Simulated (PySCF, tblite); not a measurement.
C9H13N.
SMILES with atom numbers: `[CH:1]#[C:2][C:3]1=[CH:4][C@@H:5]([CH:6]([CH3:7])[CH3:8])[NH:9][CH2:10]1` (hydrogens: H11 on C1; H12 on C4; H13 on C5; H14 on C6; H15, H16, H17 on C7; H18, H19, H20 on C8; H21 on N9; H22, H23 on C10)

The geometry is computed with GFN2-xTB (gas phase).

Give the optimised bond lengths and angles.

| bond | length (pm) |
| --- | --- |
| C1≡C2 | 120.1 |
| C2–C3 | 140.5 |
| C3=C4 | 133.2 |
| C4–C5 | 149.8 |
| C5–C6 | 154.6 |
| C6–C7 | 152.5 |
| C6–C8 | 152.6 |
| C5–N9 | 146.5 |
| N9–C10 | 145.9 |
| C3–C10 | 150.9 |
| C1–H11 | 104.9 |
| C4–H12 | 107.5 |
| C5–H13 | 110.3 |
| C6–H14 | 109.6 |
| C7–H15, C7–H16, C7–H17 | 108.7 |
| C8–H18, C8–H19, C8–H20 | 108.8 |
| N9–H21 | 101.0 |
| C10–H22 | 109.9 |
| C10–H23 | 109.8 |

Bonds in one row agree within 1 pm and their mean is given. A selection of angles:
| angle | degrees |
| --- | --- |
| C1–C2–C3 | 178.3 |
| C2–C3–C4 | 128.1 |
| C2–C3–C10 | 121.7 |
| C4–C3–C10 | 110.2 |
| C3–C4–C5 | 111.1 |
| C4–C5–C6 | 112.5 |
| C4–C5–N9 | 104.3 |
| C6–C5–N9 | 111.0 |
| C5–C6–C7 | 110.7 |
| C5–C6–C8 | 109.9 |
| C7–C6–C8 | 110.6 |
| C5–N9–C10 | 109.8 |
| C3–C10–N9 | 104.5 |
| H21–N9–C5 | 112.2 |
| H21–N9–C10 | 112.3 |

Dihedral angles: C2–C3–C4–C5 -179° (antiperiplanar); C3–C4–C5–C6 -122° (anticlinal); C4–C5–C6–C7 61° (synclinal); C4–C5–N9–C10 2° (synperiplanar); C5–N9–C10–C3 -2° (synperiplanar); C2–C3–C10–N9 -179° (antiperiplanar).

The 5-membered ring C3–C4–C5–N9–C10 has internal angles of 104.3° to 111.1°; it is planar, 0.01 Å rms from its mean plane, widest ring torsion 2°. The 8 C–C bonds span 1.201 Å (C1≡C2, drawn triple) to 1.546 Å (C5–C6, drawn single), a spread of 0.345 Å. Of the pairs four or more bonds apart, C4···H15 is among the closest relative to their van der Waals radii: 2.68 Å, 93 % of the sum of Bondi's values. N9 (secondary amine nitrogen) is pyramidal (angles 112.3°, 112.2° and 109.8°, sum 334.3°, 0.38 Å off the plane of its three neighbours).

Point group: C1 (no symmetry element, even within 0.4 Å). Its GFN2-xTB frequencies are all real (lowest 24 cm⁻¹). The numbers are those of one conformer.
